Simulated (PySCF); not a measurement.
Compound: BH6NOSi.
SMILES with atom numbers: `[NH2:1][BH:2][O:3][SiH3:4]` (hydrogens: H5, H6 on N1; H7 on B2; H8, H9, H10 on Si4)

Method used: PBE0-D3(BJ)/def2-SVP geometry optimisation, gas phase (PySCF).

**Question.** Give the optimised bond lengths and angles.

**Answer.** 
```json
{"bond": "N1–B2", "length (Å)": "1.402"}
{"bond": "B2–O3", "length (Å)": "1.371"}
{"bond": "O3–Si4", "length (Å)": "1.658"}
{"bond": "N1–H5, N1–H6", "length (Å)": "1.011"}
{"bond": "B2–H7", "length (Å)": "1.211"}
{"bond": "Si4–H8, Si4–H9", "length (Å)": "1.490"}
{"bond": "Si4–H10", "length (Å)": "1.499"}
```

Bonds in one row agree within 0.01 Å and their mean is given. A selection of angles:
```json
{"angle": "B2–N1–H5", "degrees": "121.6"}
{"angle": "B2–N1–H6", "degrees": "124.4"}
{"angle": "H5–N1–H6", "degrees": "114.0"}
{"angle": "N1–B2–O3", "degrees": "122.9"}
{"angle": "N1–B2–H7", "degrees": "119.1"}
{"angle": "O3–B2–H7", "degrees": "118.0"}
{"angle": "B2–O3–Si4", "degrees": "139.3"}
{"angle": "O3–Si4–H8", "degrees": "109.6"}
{"angle": "O3–Si4–H10", "degrees": "111.2"}
{"angle": "H8–Si4–H9", "degrees": "109.7"}
```

Dihedral angles: N1–B2–O3–Si4 -2° (synperiplanar). The mirror-image conformer, all signs reversed, is as good.

Si4 (oxygen-bound silicon) is tetrahedral (angles from 108.7° to 111.2°). Of the pairs four or more bonds apart, Si4···H6 is among the closest relative to their van der Waals radii: 3.17 Å, 96 % of the sum of Bondi's values. The 4 heavy atoms lie in one plane (0.006 Å rms). B2 (three-coordinate boron) is planar (angles 122.9°, 119.1° and 118.0°, sum 360.0°, 0.00 Å off the plane of its three neighbours). N1 (boron-bound nitrogen) is planar (angles 124.4°, 121.6° and 114.0°, sum 360.0°, 0.00 Å off the plane of its three neighbours).

PBE0-D3(BJ)/def2-SVP frequencies: not computed here. One conformer, not necessarily the lowest.
